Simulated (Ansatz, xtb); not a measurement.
Relative energy of two isomers of C8H5NO

Structure a: `C#Cc1ccc(C=O)nc1`, a singlet. Structure b: `C#Cc1ccnc(C=O)c1`, a singlet. Both are isolated molecules in the gas phase, relaxed with B3LYP/def2-SVP; the shapes shown needn't be the lowest conformers.

a (Å):

```xyz
15

C    -4.0878   -1.9520   -1.0143
C    -2.9154   -1.6385   -1.0458
C    -1.5343   -1.2755   -1.0862
C    -1.0608   -0.0906   -0.4868
C     0.2951    0.2051   -0.5613
C     1.1409   -0.6903   -1.2322
C     2.6062   -0.4176   -1.3399
C    -0.5890   -2.1047   -1.7367
N     0.7044   -1.8203   -1.8065
O     3.1478    0.5571   -0.8746
H    -5.1251   -2.2297   -0.9863
H    -1.7585    0.5757    0.0248
H     0.7217    1.1066   -0.1174
H     3.1618   -1.2105   -1.8992
H    -0.9262   -3.0324   -2.2119
```

b (Å):

```xyz
15

C    -3.1775   -3.1238   -1.6858
C    -2.3238   -2.2795   -1.5114
C    -1.3170   -1.2824   -1.3056
C    -1.6117    0.0905   -1.4268
C    -0.5950    1.0262   -1.2163
C     0.9414   -0.6116   -0.7863
C     2.3573   -0.9463   -0.4331
C     0.0031   -1.6324   -0.9748
N     0.6567    0.6925   -0.9027
O     2.7717   -2.0716   -0.2917
H    -3.9315   -3.8734   -1.8396
H    -2.6215    0.4170   -1.6819
H    -0.8115    2.0968   -1.3076
H     3.0037   -0.0422   -0.3109
H     0.3125   -2.6726   -0.8621
```

Quicker runs give these differences E(b) − E(a): GFN2-xTB +0.55 kcal/mol; HF/STO-3G +0.11 kcal/mol (at GFN2-xTB geometries); r2SCAN-D4/def2-SVP +0.96 kcal/mol (at GFN2-xTB geometries).

Question: Estimate E(b) − E(a) at the level CCSD(T)/def2-SVP + ΔMP2/def2-TZVPP.

Answer: CCSD(T)/def2-SVP + ΔMP2/def2-TZVPP gives E(b) − E(a) = +0.36 kcal/mol, slightly favouring structure a, which is too small a margin to settle the true order.

Level by level:

```csv
level,geometry,E(b) − E(a) (kcal/mol),departure from the last row (kcal/mol),"job, with rough time for the two"
GFN2-xTB,GFN2-xTB,+0.55,+0.19,"optimisation, 0.29 s"
HF/STO-3G,GFN2-xTB,+0.11,−0.25,"single point, 1.6 s"
r2SCAN-D4/def2-SVP,GFN2-xTB,+0.96,+0.60,"single point, 9.6 s"
B3LYP/def2-SVP,B3LYP/def2-SVP,+0.75,+0.39,"optimisation, 2.1 min"
HF/def2-SVP,B3LYP/def2-SVP,+0.64,+0.29,part of the CCSD(T) run
MP2/def2-SVP,B3LYP/def2-SVP,+0.30,−0.06,part of the CCSD(T) run
CCSD(T)/def2-SVP,B3LYP/def2-SVP,+0.38,+0.02,single point
CCSD(T)/def2-SVP + ΔMP2/def2-TZVPP,B3LYP/def2-SVP,+0.36,,"single point, 4.5 min"
```

As drawn, both hold the same kinds of bond in the same numbers.

The largest departure from CCSD(T)/def2-SVP + ΔMP2/def2-TZVPP is that of r2SCAN-D4/def2-SVP, 0.60 kcal/mol. The last row adds to CCSD(T) the change of the MP2 difference between the two basis sets, here −0.02 kcal/mol.

With thermal terms from frequencies at re-optimised GFN2-xTB minima (ideal gas, soft modes damped towards free rotors, one conformer each, 298.15 K, 1 atm): on the last row, ΔE + ΔZPE = +0.38, ΔH = +0.37, ΔG = +0.30 kcal/mol.

The correlated steps freeze 10 core orbitals. Run with Ansatz 0.2.0, xtb 6.7.1; the last row on 2 threads of Intel(R) Xeon(R) Processor @ 2.70GHz on a shared host.
